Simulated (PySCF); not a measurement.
Isomers of C4H9ClF2Si, one GFN2-xTB conformer each. Single-point energies are computed at PBE0/pcSseg-1 (PySCF, gas phase, no added dispersion term), electronic only.

```tsv
SMILES	GFN2-xTB relative energy (kJ/mol)
CC[C@](F)(CCl)[SiH2]F	0.0
C[Si](C)(C)C(F)(F)Cl	222.3
```

Conformers: `[CH3:1][CH2:2][C@:3]([F:4])([CH2:5][Cl:6])[SiH2:7][F:8]` with C1–C2–C3–F4 63°, C2–C3–C5–Cl6 -165°, C2–C3–Si7–F8 74°.

Problem. What does PBE0/pcSseg-1 give for the same structures?

Solution. 
```csv
SMILES,PBE0/pcSseg-1 E (Eh),PBE0/pcSseg-1 (kJ/mol),GFN2-xTB (kJ/mol),point group
CC[C@](F)(CCl)[SiH2]F,-1106.55216,0.0,0.0,C1
C[Si](C)(C)C(F)(F)Cl,-1106.54152,27.9,222.3,Cs
```

Both levels put the same isomer lowest. As drawn, the lower has an Si–F bond, which the higher lacks; the higher has two fluorines on one carbon, which the lower lacks.

Problem. Which frontier levels, dipoles and rotational constants go with these structures?

Solution. 
```
               SMILES  HOMO (eV, PBE0/pcSseg-1)  LUMO (eV)  dipole (D)      A, B, C (MHz)
CC[C@](F)(CCl)[SiH2]F                     -8.48      -0.02        2.30  1531, 1147, 855.8
 C[Si](C)(C)C(F)(F)Cl                     -8.45       0.69        3.16  1680, 1087, 996.8
```
